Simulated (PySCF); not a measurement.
CH3FO2Si, SMILES O=C(O)[SiH2]F.

Coordinates come from a PBE0-D3(BJ)/def2-SVP optimisation. The structure was generated by enumeration, and PubChem lists no compound with its InChIKey, so it may never have been made. One conformer was computed; it need not be the lowest.

All values below come from TDA-CAM-B3LYP/def2-SVPD (PySCF).

Vertical excitations.  State labels are in the subgroup Cs.

Computed excitation energies, oscillator strengths and character:
```csv
state,symmetry,energy (eV),λ (nm),f,main pairs
S1,A",5.22,237,0.005,HOMO→LUMO 95 %
S2,A',7.19,172,0.006,"HOMO→LUMO+1 72 %, HOMO−1→LUMO 14 %"
S3,A',7.67,162,0.104,HOMO→LUMO+2 89 %
S4,A",8.15,152,0.003,HOMO−3→LUMO 88 %
S5,A',8.34,149,0.089,"HOMO→LUMO+3 68 %, HOMO−1→LUMO 17 %"
S6,A",8.42,147,0.019,"HOMO−1→LUMO+1 51 %, HOMO−2→LUMO+1 18 %, HOMO−2→LUMO+2 14 %, HOMO−1→LUMO+2 10 %"
S7,A',8.43,147,0.004,"HOMO−1→LUMO 45 %, HOMO−2→LUMO 26 %, HOMO→LUMO+3 17 %"
S8,A",8.70,143,0.002,"HOMO−1→LUMO+2 36 %, HOMO−2→LUMO+1 28 %, HOMO−1→LUMO+1 25 %"
S9,A',8.75,142,0.324,"HOMO−2→LUMO 65 %, HOMO→LUMO+3 11 %"
S10,A",9.27,134,0.002,"HOMO−1→LUMO+2 38 %, HOMO−2→LUMO+1 30 %, HOMO−2→LUMO+2 17 %, HOMO−1→LUMO+1 6 %"
T1,A",4.51,275,0,HOMO→LUMO 96 %
T2,A',5.74,216,0,"HOMO−1→LUMO 75 %, HOMO−2→LUMO 16 %"
T3,A',6.87,180,0,HOMO→LUMO+1 79 %
T4,A",7.41,167,0,HOMO−3→LUMO 90 %
```
Triplets are in the Tamm–Dancoff approximation.
